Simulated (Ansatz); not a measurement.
Reaction (substitution at a C–C bond): `CC#CC=O` + `[SiH3]N[AsH2]` → `C[AsH]N[SiH3]` + `C#CC=O`

Program: Ansatz. Geometries: PBE0-D4/def2-TZVP. ΔE: electronic, gas phase. CCSD(T)/CBS adds triple-zeta CCSD(T) − MP2 to the extrapolated MP2 energy (def2 sets, frozen cores). Functionals use def2-TZVPP. For As outer-core shells are correlated without core-valence functions, which leaves a few kJ/mol of doubt a bond. Scalar relativity is left out up to krypton. One conformer a species, not always the lowest.

```json
{"level": "r2SCAN-D4", "ΔE (kcal/mol)": "3.5"}
{"level": "revPBE", "ΔE (kcal/mol)": "4.5"}
```

Task: What does CCSD(T)/CBS give? (Best estimate.)

Result: Ansatz gave: +0.8 kcal/mol. The listed levels differ from it by 2.7, 3.7 kcal/mol.

Largest T1 diagnostic among the species: 0.016.

Leaving LDA and LC-ωPBE aside and taking each functional with its dispersion term where it has one, the values, not all of them listed here, spread over 1.9 kcal/mol, from ωB97M-V to B97M-V. LDA lies +1.4 kcal/mol from PBE without D4. At CCSD(T), def2-SVP lies +4.0 kcal/mol from the extrapolated value and def2-TZVPP −0.2 kcal/mol.
